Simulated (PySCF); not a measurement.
H2BOS, SMILES `[B](S)O` (H–O–B–S torsion 0°, O–B–S–H torsion 180°) (charge 0, multiplicity 2)

These are PySCF with TPSSh-D3(BJ)/def2-TZVP // CAM-B3LYP-D3(BJ)/def2-TZVP values and carry that method's errors.

```yaml
highest_occupied_spin_orbital: -5.23 eV
dipole_moment: 1.20 D
total_energy: -13593.45 eV
cost: roughly 3 core-minutes
```

```xyz
5

O     -1.4018    -0.2460     0.5697
B     -0.0738    -0.3378     0.6122
S      1.0900     0.3872    -0.5555
H     -1.8071     0.2551    -0.1501
H      2.1997    -0.0628     0.0399
```
Charge 0, spin multiplicity 2.
